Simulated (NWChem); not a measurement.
System: C$_{2}$H$_{4}$ClF; SMILES F[C@@H](Cl)C

NWChem input:

```
start job
memory heap 200 mb stack 900 mb global 1100 mb
geometry units angstroms
  C     -1.169159    -1.122788    -0.132993
  C      0.056118    -0.422179     0.381494
  F      1.170023    -0.980386    -0.149450
  Cl     0.022386     1.316947    -0.041965
  H     -1.212817    -1.038506    -1.227842
  H     -1.122265    -2.186911     0.142741
  H     -2.077448    -0.680292     0.296398
  H      0.141817    -0.459042     1.478293
end
basis spherical
  C library def2-svp
  F library def2-svp
  Cl library def2-svp
  H library def2-svp
end
dft
  xc slater vwn_5
  iterations 150
end
driver
  maxiter 120
end
task dft optimize
task dft freq
```

The level has its own optimisation; frequencies are unscaled. Brackets give each atom's bonded neighbours.

**Question.** Give the results of this calculation. (LDA (Slater exchange, VWN5)/def2-SVP.) Quantities: r C–C (Å); r C–H [C(CHHH)–H(C)] (Å); r C–F (Å); r C–Cl (Å); highest harmonic frequency (cm⁻¹); lowest (cm⁻¹); zero-point energy (kcal/mol); dipole (D).

**Answer.** 
| Quantity | Value |
|---|---|
| r C–C (Å) | 1.493 |
| r C–H [C(CHHH)–H(C)] (Å) | 1.109 |
| r C–F (Å) | 1.349 |
| r C–Cl (Å) | 1.788 |
| highest harmonic frequency (cm⁻¹) | 3103 |
| lowest (cm⁻¹) | 264 |
| zero-point energy (kcal/mol) | 35.8 |
| dipole (D) | 1.95 |
